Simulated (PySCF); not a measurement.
C4H7BO.
SMILES with atom numbers: `[CH:1]#[C:2][BH:3][CH2:4][O:5][CH3:6]` (hydrogens: H7 on C1; H8 on B3; H9, H10 on C4; H11, H12, H13 on C6)

Structure used (PBE0-D3(BJ)/def2-SVP), in Å, numbered top down from 1:
```
atom  x, y, z in Å
C1     3.3716    1.2536   -0.0705
C2     2.4393    0.4811   -0.2173
B3     1.2851   -0.4893   -0.4010
C4    -0.1835    0.0049   -0.1989
O5    -1.1368   -0.9856   -0.4332
C6    -2.4444   -0.5560   -0.2317
H7     4.1953    1.9335    0.0579
H8     1.5170   -1.6375   -0.6943
H9    -0.3465    0.9009   -0.8440
H10   -0.2565    0.4141    0.8382
H11   -3.1171   -1.4011   -0.4359
H12   -2.6155   -0.2155    0.8102
H13   -2.7176    0.2808   -0.9069
```

Jobs on this species (13 atoms, 44 electrons) with PySCF (density fitting). Hardware of each: one thread, Arm Neoverse V1 (aarch64), no GPU (shared host). Other jobs ran on the host; a repeat could differ by tens of per cent or more. Peak memory is the resident size of the whole Python process, interpreter and libraries included.

Problem. Rank these jobs by wall time, shortest first.
A. WP04/pcSseg-1; shieldings; 137 basis functions
B. PBE0/cc-pVTZ; shieldings, charges and field gradients; 278 basis functions
C. LC-wPBE/pcSseg-1; shieldings; 137 basis functions

Solution. A (11 s), C (21 s), B (36 s).

All jobs:

```csv
level and settings,work,basis functions,SCF cycles,wall time,peak memory
PBE0/cc-pVDZ,"shieldings, charges and field gradients",119,14,10 s,0.65 GiB
WP04/pcSseg-1,shieldings,137,15,11 s,0.70 GiB
CAM-B3LYP/pcSseg-1,shieldings,137,13,14 s,0.71 GiB
B97-D/pcSseg-1,shieldings,137,15,16 s,0.72 GiB
KT2/pcSseg-1,shieldings,137,16,17 s,0.72 GiB
OPBE/pcSseg-1,shieldings,137,16,17 s,0.72 GiB
LC-wPBE/pcSseg-1,shieldings,137,15,21 s,0.71 GiB
"PBE0-D3(BJ)/def2-SVP, grid level 1",geometry optimisation from a GFN2-xTB start shaken at random,119,42,30 s,0.50 GiB
PBE0/cc-pVTZ,"shieldings, charges and field gradients",278,14,36 s,1.0 GiB
```

Problem. What do all jobs in the table cost together?

Solution. About 2.9 min; the longest takes about 21 % of that, and about 3.6 times as long as the shortest.
